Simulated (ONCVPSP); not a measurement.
What one change does to a pseudopotential (chromium, ONCV)

```
Element                 : chromium
Generator               : ONCVPSP 4.0.1
Type                    : optimised norm-conserving Vanderbilt (ONCV)
Functional              : PBE
Relativity              : scalar-relativistic
Frozen core             : [Ar]
Valence charge          : 6
Reference configuration : 3d5 4s0.75 4p0.25
Partial waves           : 4s: rc 2.35 bohr, ncon 4, nbas 7, qcut 3.5 1/bohr, 2 projectors, debl 2.8 Ha; 4p: rc 4.00 bohr, ncon 4, nbas 8, qcut 2.4 1/bohr, 3 projectors, debl 2.1 Ha; 3d: rc 1.85 bohr, ncon 4, nbas 8, qcut 6.7 1/bohr, 2 projectors, debl 0.5 Ha
Local potential         : polynomial inside 1.75 bohr (lpopt 5, dvloc0 2 Ha)
Core correction         : Teter function fitted to the true core (icmod 2), fcfact 0.3
```

Change: d: rc 1.9.

Cutoffs: the cutoffs (Ha) at which the residual kinetic energy of the hardest occupied pseudo-wave falls to 1 and 0.1 mHa per electron; they do not see the model core or the augmentation charge, which bear on the density cutoff. Errors are all-electron minus pseudo energies relative to the spin-unpolarised reference configuration.

**Question.** Predict the effect on cutoff, ghosts and configuration errors.

**Answer.** The potential gets softer (23 Ha and 64 Ha → 21 Ha and 56 Ha); of the 3 tests that both files solve, the error grows in 0 and shrinks in 1 by more than 15 % and 0.3 meV (median size 0.5 → 0.4 meV); neither file shows a bound ghost. A larger radius leaves more room for a smooth pseudo-wave, so fewer plane waves are needed.

```tsv
quantity	base	changed
cutoff, loose	23 Ha	21 Ha
cutoff, tight	64 Ha	56 Ha
loose cutoff by channel	s 3.5 Ha, p 0.8 Ha, d 23 Ha	s 3.5 Ha, p 0.8 Ha, d 21 Ha
bound ghosts	none	none
GHOST(+) flags under 300 eV	s at 94.3 eV, p at 143.2 eV	s at 94.3 eV, p at 143.2 eV
tests with a reliable result	3 of 4	3 of 4
error for 3d5 4s1 4p0, meV [ΔE -0.76 eV]	+0.1	+0.1
error for 3d5 4s0 4p0, meV [ΔE 6.14 eV]	-3.0	-2.4
error for 3d5 4s0.5 4p0, meV [ΔE 1.95 eV]	-0.5	-0.4
s: phases at 2.38 bohr within 0.05 rad from the reference energy up to (Ha; the scan ends near 5)	3.1	3.1
p: phases at 4.06 bohr within 0.05 rad from the reference energy up to (Ha; the scan ends near 5)	0.7	0.7
rms error of d²Exc/dni dnj with the model core, mHa	3.69	3.64
```
